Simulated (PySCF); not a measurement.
## Low-lying terms of Tl⁺ (thallium, charge +1)

Ground state [Xe] 4f14 5d10 6s2, ¹S. All numbers are calculated (PySCF 2.14, scalar relativity through the core potential, in def2-TZVPPD with one added diffuse shell each of s, p, d, f type with the def2 core potential (60 electrons) (8s6p5d3f, 72 functions)). Vertical excitation energies in eV without spin-orbit coupling; excited terms of each kind are numbered among those the solver found. Frozen: 5s2 5p6.

```csv
term,leading excitation,EOM-EE-CCSD,measured centre of gravity (NIST)
1 3P°,6s → p,7.132,7.098 (5d106s6p)
1 1P°,6s → p,9.373,9.381 (5d106s6p)
1 3S,6s → s,12.874,13.047 (5d106s7s)
1 1S,6s → s,13.233,13.390 (5d106s7s)
1 1D,6s → d,14.189,14.279 (5d106s6d)
1 3D,6s → d,14.238,14.452 (5d106s6d)
2 3P°,6s → p,14.759,n/a
2 1P°,6s → p,15.011,n/a
2 3S,6s → s,16.479,n/a
2 1S,6s → s,16.558,n/a
2 1D,6s → d,16.779,n/a
2 3D,6s → d,16.937,n/a
1 3F°,6s → f,18.476,16.885 (5d106s5f)
1 1F°,6s → f,18.545,n/a
```

Only the lower part of the computed list is shown. Doubly excited terms such as np² are absent. The solver can miss terms. Rydberg members are limited by the diffuse functions of the basis.
